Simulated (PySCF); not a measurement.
**Orbital picture of CdF**

PBE0 at R = 1.987 Å; Cd cc-pVDZ-PP with ECP28, F cc-pVDZ; scalar-relativistic core potentials (PySCF 2.14). State: ²Σ⁺ (doublet), unpaired electrons σ ↑. Only the outer orbitals are listed, counted within each symmetry, core potentials removing the inner ones.

```
spin  orbital  occ.  ε (eV)  on Cd (%)           main shells (%)
   α       6σ     1  -10.15         28           71 F p, 19 Cd s
   α       3π     1   -8.96          6                    94 F p
   α       3π     1   -8.96          6                    94 F p
   α       7σ     1   -6.63         87  72 Cd s, 15 Cd p, 13 F p
   α       4π     0   -0.94         97                   96 Cd p
   α       4π     0   -0.94         97                   96 Cd p
   α       8σ     0    0.81         99                   88 Cd p
   β       6σ     1   -9.25         29           70 F p, 22 Cd s
   β       3π     1   -8.82          6                    94 F p
   β       3π     1   -8.82          6                    94 F p
   β       7σ     0   -3.78         86  73 Cd s, 14 F p, 11 Cd p
   β       4π     0   -0.28         97                   97 Cd p
   β       4π     0   -0.28         97                   97 Cd p
```

Task: Which are the highest filled and the lowest empty level, where do they sit, and how wide is the gap?

Result: Highest filled α 7σ at -6.63 eV (in %: 72 Cd s, 15 Cd p, 13 F p); lowest empty β 7σ at -3.78 eV (in %: 73 Cd s, 14 F p, 11 Cd p); the gap at PBE0 is 2.85 eV.

| Item | Value |
| --- | --- |
| bond order (Mayer) | 0.88 |
| ⟨S²⟩ | 0.753 |
| charge on Cd (Mulliken, basis-dependent) | 0.47 |
| charge on Cd (Löwdin, basis-dependent) | 0.38 |
| dipole moment (positive dipole means Cd(−)F(+)) | -3.13 D |
| polarisability along the bond | 37.5 bohr³ |
| polarisability across the bond | 36.5 bohr³ |

Spin–orbit coupling is left out. The state is the lowest determinant that a PBE0 search found; another state may lie lower at other levels.
